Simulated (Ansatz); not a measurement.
Consider the hydrogenolysis of a C–O bond: `CC[SiH2]CO` + H₂ → `CC[SiH2]C` + H₂O.

Gas-phase electronic energies from Ansatz, PBE0-D4/def2-TZVP geometries. CBS: MP2 limit from def2 TZ/QZ plus the TZ coupled-cluster correction, frozen cores. This one scheme is used for every species. DFT in def2-TZVPP. B3LYP here is the variant with VWN-RPA as its local correlation; programs differ in this. HSE06 is defined as in plane-wave codes. Each species was taken in one conformer, which may not be the lowest.

```
             level  ΔE (kJ/mol)  difference from CCSD(T)/CBS
       LDA (SPW92)       -127.1                         13.7
            PBE-D4       -128.1                         12.7
           BLYP-D4       -124.1                         16.7
         r2SCAN-D4       -133.0                          7.8
            B97M-V       -139.5                          1.3
           PBE0-D4       -136.2                          4.6
          B3LYP-D4       -131.7                          9.1
        r2SCAN0-D4       -139.1                          1.7
          HSE06-D4       -136.3                          4.5
          BHLYP-D4       -138.7                          2.1
      CAM-B3LYP-D4       -133.8                          7.0
           ωB97X-V       -131.7                          9.1
           ωB97M-V       -134.7                          6.1
            B2PLYP       -138.6                          2.2
          PBE-QIDH       -142.8                         -2.0
               PBE       -131.7                          9.1
            revPBE       -133.9                          6.9
              BLYP       -131.6                          9.2
            r2SCAN       -134.0                          6.8
             B3LYP       -137.3                          3.5
           r2SCAN0       -140.3                          0.5
             HSE06       -139.2                          1.6
             BHLYP       -143.0                         -2.2
           LC-ωPBE       -140.4                          0.4
RPA@PBE/def2-TZVPP       -130.1                         10.7
       HF/def2-SVP       -141.4                         -0.6
      MP2/def2-SVP       -130.9                          9.9
     CCSD/def2-SVP       -130.3                         10.5
  CCSD(T)/def2-SVP       -126.7                         14.1
     HF/def2-TZVPP       -149.0                         -8.2
    MP2/def2-TZVPP       -141.9                         -1.1
SCS-MP2/def2-TZVPP       -139.1                          1.7
   CCSD/def2-TZVPP       -141.8                         -1.0
CCSD(T)/def2-TZVPP       -138.0                          2.8
     HF/def2-QZVPP       -149.5                         -8.7
    MP2/def2-QZVPP       -143.7                         -2.9
SCS-MP2/def2-QZVPP       -141.1                         -0.3
      HF/CBS(def2)       -149.6                         -8.8
     MP2/CBS(def2)       -144.7                         -3.9
    CCSD/CBS(def2)       -144.6                         -3.8
       CCSD(T)/CBS       -140.8                            0
```

Largest T1 diagnostic among the species: 0.010.

From PBE to PBE0 (25 % exact exchange), in def2-TZVPP and without D4, ΔE moves by −7.7 kJ/mol. The D4 term adds +5.6 kJ/mol with B3LYP and +3.1 kJ/mol with PBE0; it sums over pairs of atoms, weighted by their polarisabilities, and B3LYP, whose exchange is more repulsive, gets the larger term.

CCSD(T)/CBS has its own doubt, a few kJ/mol and more with outer-core shells, so smaller differences from it don't rank the levels.
